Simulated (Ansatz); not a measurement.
```yaml
crystal:
  periodic: [false, false, false]
  atoms:
    - {symbol: I, position_ang: [-2.408435, -0.916084, 0.707234]}
    - {symbol: C, position_ang: [-0.696824, 0.414323, -0.279907]}
    - {symbol: B, position_ang: [0.494520, 0.411544, 0.927491]}
    - {symbol: C, position_ang: [0.751243, -0.457144, -0.528241]}
    - {symbol: H, position_ang: [-1.142781, 1.237762, -1.046286]}
    - {symbol: H, position_ang: [0.860279, 0.817046, 2.133367]}
    - {symbol: H, position_ang: [1.490857, 0.095255, -1.329789]}
    - {symbol: H, position_ang: [0.754518, -1.666768, -0.646477]}
basis:
  gaussian: {orbitals: def2-TZVPP, fitting: {mean_field: cc-pVTZ-jkfit}}
hamiltonian: {xc: {name: revPBE0}}
output: {forces: true}
```

```sh
$ ansatz run in.yaml --threads 2 --pin off --events-out ev --progress --plain --max-ram 4352MiB
```

Shortened log:

```
Functional definition: revPBE0
Error: <dir> the basis set cc-pVTZ-JKFIT has no functions for I
```
